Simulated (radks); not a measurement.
Effect of the nuclear size on the aluminium ion Al2+, [Ne] 3s1. Method: Dirac Kohn-Sham, BLYP, spin-unpolarised, spherical densities, finite nucleus; Fermi nuclear charge, rms radius 3.061 fm; computed with a radial shooting solver on a logarithmic mesh with Libxc functionals. The rms radius is varied about that value; shifts are against it.

| rms radius (fm) | total energy shift (eV) | density at nucleus (e/bohr^3) | 1s1/2 shift (meV) |
|---|---|---|---|
| 2.6876 | -0.000852 | 1505 | -0.355 |
| 2.9386 | -0.000291 | 1503 | -0.121 |
| 3.061 | 0 | 1502 | 0.000 |
| 3.361 | 0.000763 | 1501 | 0.318 |
| 3.5201 | 0.00120 | 1500 | 0.498 |

Slopes of the eigenvalues against <r^2> in GHz/fm^2, as finite differences over the two radii next to the reference (eigenvalue slopes, not the field-shift constants of lines): 1s1/2 39.9.
